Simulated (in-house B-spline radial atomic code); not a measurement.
Nb is squeezed into an impenetrable sphere of radius R (the orbitals vanish at R). Caution: exact exchange at fractional occupations of open shells leaves self-interaction of up to several eV. Computed with an all-electron radial atomic-structure program (B-spline basis): non-relativistic PBE0, spin-polarised, spherical fractional occupations, point nucleus.

Energies in eV above the free atom in [Kr] 4d4 5s1:

```
R (bohr)  highest level (eV)  [Kr] 4d4 5s1  [Kr] 4d4 5p1  [Kr] 4d4 5f1  -dE/dV in [Kr] 4d4 5s1 (GPa)
    9.01               -4.52         0.068         3.578         17.32                        0.0748
    5.57               -2.28         2.453         7.656         36.32                          7.38
    4.64                1.22         6.945         13.65         50.45                          32.2
    4.16                4.96         12.31         20.29          62.5                          75.2
    3.35                19.3         35.87         47.44           101                           395
    3.11                27.6         51.22         64.33         121.6                           698
    2.75                47.5         91.73         107.6         170.6                          1790
    2.26                 103         227.5         248.2         316.1                          7690
    1.68                 289         825.4         851.7         901.2                         62000
    1.53                 389          1208          1235          1265                        116000
```

Problem. Does [Kr] 4d4 5p1 fall below [Kr] 4d4 5s1 under compression?

Solution. No, it stays above over the whole range.

Problem. Does [Kr] 4d4 5f1 fall below [Kr] 4d4 5s1 under compression?

Solution. No, it stays above over the whole range.

The highest level is first positive in the row R = 4.64 bohr, pushed up by confinement above the zero of the free ion's potential. Each configuration is held fixed and needn't be the lowest in the sphere.
